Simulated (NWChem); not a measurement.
# Ionisation of AlF4 (-1)

```xyz
5

Al     0.0000     0.0000     0.0000
F      0.0000    -1.3881     0.9815
F      0.0000     1.3881     0.9815
F      1.3881     0.0000    -0.9815
F     -1.3881     0.0000    -0.9815
```
Charge -1, spin multiplicity 1.

Program: NWChem. The geometry was optimised at B3LYP/def2-SVP, a minimum by its harmonic frequencies.

Basis set: def2-SVPD. The species with one electron less has spin multiplicity 2 and keeps the geometry of the parent. Δ marks differences of total energies (open shells unrestricted). −ε marks an orbital energy of the parent. That orbital need not have the symmetry of the hole or added electron in the Δ rows.

B3LYP has NWChem's definition, with VWN1-RPA local correlation. The structure started from a generated list of species. The anion's geometry comes from a basis without diffuse functions. No SCF solution was tested for a lower state.

Q: For the first vertical ionisation energy, −ε(HOMO) of HF gives 11.05 eV and −ε(HOMO) of PBE0 gives 5.58 eV. What do −ε(HOMO) of B3LYP, −ε(HOMO) of PBE, ΔPBE0 give?

A: −ε(HOMO) of B3LYP: 5.28 eV; −ε(HOMO) of PBE: 3.52 eV; ΔPBE0: 7.97 eV.
